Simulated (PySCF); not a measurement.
CH7AlSi. Atoms are numbered in the order given.

```xyz
10

Al    -0.4379     0.1247    -0.7559
H     -1.1927    -0.6569    -1.9211
C     -0.3274     2.0777    -0.8410
H      0.1647     2.3996    -1.7764
H      0.2214     2.5276     0.0016
H     -1.3386     2.5227    -0.8616
Si     0.5383    -1.1741     1.0711
H      1.1935    -0.3173     2.1092
H      1.5759    -2.1270     0.5601
H     -0.5020    -1.9996     1.7651
```
Charge 0, spin multiplicity 1.

Geometry: ωB97X-D3(BJ)/def2-SVP.

Computed with CAM-B3LYP/def2-TZVPD (PySCF).

Mulliken values depend strongly on the basis, most of all with diffuse functions as here. Atomic charges (e):

```
atom  meta-Löwdin  Mulliken
----  -----------  --------
Al1          0.56      0.34
H2          -0.15     -0.10
C3          -0.64     -0.90
H4           0.13      0.24
H5           0.12      0.28
H6           0.13      0.24
Si7          0.12      0.18
H8          -0.09     -0.09
H9          -0.08     -0.09
H10         -0.08     -0.09
```
